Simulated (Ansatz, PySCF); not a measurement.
PySCF was given this input:
```python
from pyscf import gto, scf

mol = gto.Mole()
mol.atom = '''
    Cs   -1.02520000   -0.71830000   -0.87230000
    Br    1.02520000    0.71830000    0.87230000
'''
mol.basis = 'def2-svpd'
mol.ecp = {'Cs': 'def2-svpd'}
mol.spin = 2
mol.verbose = 4
mol.build()

mf = scf.UHF(mol)
mf.kernel()
```

### Question
Write the same job for Ansatz (an electronic-structure program).

### Answer
One answer among several that fit: 
Ansatz 0.2 input:
```yaml
crystal:
  periodic: [false, false, false]
  atoms:
    - {symbol: Cs, position_ang: [-1.02520000, -0.71830000, -0.87230000]}
    - {symbol: Br, position_ang: [1.02520000, 0.71830000, 0.87230000]}
basis:
  gaussian:
    orbitals: def2-SVPD
hamiltonian:
  xc: hf
magnetization: {spin_polarized: true, initial_magnetization: 2}
accuracy: high
```

Both were run: PySCF gave -2591.911587 Eh and Ansatz -2591.911816 Eh, 0.228 mEh apart.
